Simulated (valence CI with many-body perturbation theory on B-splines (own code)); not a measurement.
## O IV: electric-dipole lines

Calculated by configuration interaction combined with many-body perturbation theory (CI+MBPT): three valence electrons over a frozen Dirac-Fock core [He], radial functions for each j: 11 s, 11 p, 10 d, 8 f, 5 g, 2 h, with the one-electron correlation potential Σ1, the two-electron term Σ2, the three-electron term Σ3, Breit, model QED; selected CI, second order for the rest, scaled by the run's own slope (own B-spline code, finite nucleus).

Against 55 measured levels this calculation errs by 115 cm⁻¹ on average and by 261 at most. These come from a selection out of Moore, Selected Tables of Atomic Spectra, NSRDS-NBS 3, section 10. Levels without a partner in it may be off by more.

Lines 251 to 300 of 587 in falling wavelength, among levels below 72.657 eV, chosen from the strongest by gf and those to the six lowest levels. Wavelengths and rates use the calculated energies, so an error of 100 cm⁻¹ moves a line at 1341 Å by 0.13 % and its rate by three times that or more. Electric multipoles are in the length gauge, E1 and E2 with the static RPA response of the core. Weak lines are less certain than strong ones. Lines between different terms over intervals too small for the method are left out, as are lines whose strength nearly cancels. The highest levels of a list are the least certain.

Names give the largest LS component (configuration and term), which can be under half, so a name can repeat, a term be missing and a line seem to break the LS rules; names also repeat where a configuration has a term twice. Letters in brackets count levels of one name in rising energy.

```tsv
λ vac (Å)	λ from measured levels	Upper	Lower	A (s⁻¹)	S (a.u.) with core polarisation	S without
1341	1339	2p3 2D°_3/2	2s 2p2 2P_1/2	2.18e+08	1.03e+00	1.04e+00
1306		2s 2p 4p 4D_7/2	2s 2p 3d 4P°_5/2	3.48e+07	3.06e-01	3.06e-01
1275		2s 2p 4p 4S_3/2	2s 2p 3d 4P°_1/2	7.12e+07	2.91e-01	2.91e-01
1274		2s 2p 4p 4S_3/2	2s 2p 3d 4P°_3/2	1.51e+08	6.14e-01	6.14e-01
1272		2s 2p 4p 4S_3/2	2s 2p 3d 4P°_5/2	2.45e+08	9.97e-01	9.97e-01
1244	1243	2s2 4p 2P°_1/2	2s2 3d 2D_3/2	3.55e+08	6.76e-01	6.76e-01
1244	1242	2s2 4p 2P°_3/2	2s2 3d 2D_5/2	3.19e+08	1.21e+00	1.21e+00
1238		2s 2p 4p 4D_7/2	2s 2p 3d 4D°_7/2	5.02e+07	3.76e-01	3.76e-01
1236		2s 2p 4s 2P°_3/2	2s 2p 3p 2S_1/2 [a]	8.19e+07	3.05e-01	3.05e-01
1188		2s 2p 4p 4P_3/2	2s 2p 3d 4D°_5/2	1.68e+08	5.57e-01	5.57e-01
1187		2s 2p 4p 4P_5/2	2s 2p 3d 4D°_7/2	2.14e+08	1.06e+00	1.06e+00
1187		2s 2p 4p 4P_3/2	2s 2p 3d 4D°_3/2	8.63e+07	2.85e-01	2.85e-01
1186		2s 2p 4p 4P_5/2	2s 2p 3d 4D°_5/2	4.89e+07	2.42e-01	2.42e-01
1181		2s2 6p 2P°_3/2	2s2 4s 2S_1/2	8.98e+07	2.92e-01	2.92e-01
1180		2s 2p 4p 2D_5/2	2s2 4p 2P°_3/2	5.74e+07	2.79e-01	2.80e-01
1176		2s 2p 4p 4D_3/2	2s 2p 3d 4F°_5/2	2.50e+08	8.02e-01	8.02e-01
1176		2s 2p 4p 4D_1/2	2s 2p 3d 4F°_3/2	3.11e+08	4.99e-01	5.00e-01
1176		2s 2p 4p 4D_5/2	2s 2p 3d 4F°_7/2	2.54e+08	1.22e+00	1.22e+00
1175		2s 2p 4p 4D_7/2	2s 2p 3d 4F°_9/2	2.75e+08	1.76e+00	1.76e+00
1175		2s 2p 4p 4D_3/2	2s 2p 3d 4F°_3/2	6.04e+07	1.93e-01	1.93e-01
1174		2s 2p 4p 4D_5/2	2s 2p 3d 4F°_5/2	5.16e+07	2.47e-01	2.48e-01
1143		2s2 6p 2P°_3/2	2s 2p 3p 2D_5/2 [a]	2.38e+08	7.04e-01	7.04e-01
1141		2s2 6p 2P°_1/2	2s 2p 3p 2D_3/2 [a]	2.94e+08	4.31e-01	4.31e-01
1112		2s 2p 4s 4P°_1/2	2s 2p 3p 4P_3/2	7.25e+08	9.84e-01	9.84e-01
1112		2s 2p 4s 4P°_3/2	2s 2p 3p 4P_5/2	3.96e+08	1.07e+00	1.07e+00
1111		2s 2p 4s 4P°_1/2	2s 2p 3p 4P_1/2	1.48e+08	2.00e-01	2.00e-01
1110		2s 2p 4s 4P°_3/2	2s 2p 3p 4P_3/2	1.17e+08	3.15e-01	3.15e-01
1109		2s 2p 4s 4P°_3/2	2s 2p 3p 4P_1/2	3.76e+08	1.01e+00	1.01e+00
1109		2s 2p 4s 4P°_5/2	2s 2p 3p 4P_5/2	6.37e+08	2.57e+00	2.57e+00
1107		2s 2p 4s 4P°_5/2	2s 2p 3p 4P_3/2	2.81e+08	1.13e+00	1.13e+00
1099		2s 2p 4s 2P°_3/2	2s 2p 3p 2D_5/2 [a]	6.46e+08	1.69e+00	1.69e+00
1099		2s 2p 4s 2P°_1/2	2s 2p 3p 2D_3/2 [a]	6.81e+08	8.92e-01	8.92e-01
1096		2s 2p 4s 2P°_3/2	2s 2p 3p 2D_3/2 [a]	7.39e+07	1.92e-01	1.92e-01
1093		2s 2p 3d 2F°_7/2 [a]	2s2 3d 2D_5/2	4.68e+07	2.41e-01	2.41e-01
1081		2s 2p 3p 2D_3/2 [a]	2s2 3p 2P°_1/2	1.62e+08	4.04e-01	4.05e-01
1079		2s 2p 3p 2D_5/2 [a]	2s2 3p 2P°_3/2	1.94e+08	7.23e-01	7.24e-01
1074		2s 2p 3d 2D°_5/2 [b]	2s 2p 3p 2D_5/2 [a]	9.69e+07	3.55e-01	3.55e-01
1071		2s 2p 3d 2D°_3/2 [b]	2s 2p 3p 2D_3/2 [a]	9.52e+07	2.31e-01	2.31e-01
1067		2s2 4f 2F°_5/2	2s2 3d 2D_5/2	2.26e+08	8.15e-01	8.14e-01
1067		2s2 4f 2F°_7/2	2s2 3d 2D_5/2	3.38e+09	1.62e+01	1.62e+01
1067		2s2 4f 2F°_5/2	2s2 3d 2D_3/2	3.17e+09	1.14e+01	1.14e+01
1058	1058	2s 2p 4s 4P°_3/2	2s 2p 3p 4S_3/2	8.14e+07	1.90e-01	1.90e-01
1058	1061	2s 2p 3p 2D_5/2 [b]	2s 2p 3s 2P°_3/2 [a]	1.69e+08	5.92e-01	5.93e-01
1055	1058	2s 2p 3p 2D_3/2 [b]	2s 2p 3s 2P°_1/2 [a]	1.42e+08	3.30e-01	3.30e-01
1055		2s 2p 4s 4P°_5/2	2s 2p 3p 4S_3/2	6.73e+07	2.34e-01	2.34e-01
1048	1048	2s 2p 3s 2P°_3/2 [a]	2s2 3s 2S_1/2	8.75e+07	1.99e-01	1.99e-01
1047		2s2 4s 2S_1/2	2s2 3p 2P°_3/2	1.06e+09	1.20e+00	1.20e+00
1046		2s2 4s 2S_1/2	2s2 3p 2P°_1/2	5.32e+08	6.01e-01	6.01e-01
995.7	995.2	2s 2p 4s 4P°_1/2	2s 2p 3p 4D_3/2	5.23e+08	5.10e-01	5.10e-01
995.7	995.2	2s 2p 4s 4P°_3/2	2s 2p 3p 4D_5/2	6.58e+08	1.28e+00	1.28e+00
```
